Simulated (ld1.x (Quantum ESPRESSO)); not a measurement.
Configuration tests for argon (Ar) (TM)

- Element: argon
- Generator: ld1.x (Quantum ESPRESSO) 7.5
- Type: norm-conserving Troullier–Martins (Kleinman–Bylander form)
- Functional: PBE
- Relativity: non-relativistic
- Frozen core: [Ne]
- Valence charge: 8
- Reference configuration: 3s2 3p6
- Partial waves: 3s (bound): rc 0.95 bohr; 3p (bound): rc 1.45 bohr; 3d channel at 0.05 Ry: rc 1.20 bohr
- Local potential: all-electron potential smoothed inside 0.85 bohr (lloc = -1)
- Core correction: Bessel-smoothed model core inside 0.85 bohr

Energies are relative to the spin-unpolarised reference configuration 3s2 3p6; without spin polarisation the order of configurations can differ from experiment.

```json
{"valence configuration": "3s2 3p5", "charge": "+1", "ΔE all-electron (eV)": "16.074", "error AE − PS (meV)": "+7.4"}
{"valence configuration": "3s2 3p3", "charge": "+3", "ΔE all-electron (eV)": "87.332", "error AE − PS (meV)": "+149"}
{"valence configuration": "3s2 3p2", "charge": "+4", "ΔE all-electron (eV)": "144.958", "error AE − PS (meV)": "+366"}
{"valence configuration": "3s2 3p5.5", "charge": "+0.5", "ΔE all-electron (eV)": "6.555", "error AE − PS (meV)": "+1.4"}
{"valence configuration": "3s1 3p6", "charge": "+1", "ΔE all-electron (eV)": "30.431", "error AE − PS (meV)": "+9.9"}
```

What are ΔE and the potential's error for 3s2 3p4?

ΔE = 44.745 eV all-electron; the error (AE − PS) is +46 meV.

Levels in the configuration 3s2 3p5.5:

```json
{"level": "3s", "all-electron (eV)": "-30.055", "pseudo (eV)": "-30.046"}
{"level": "3p", "all-electron (eV)": "-16.007", "pseudo (eV)": "-16.000"}
```
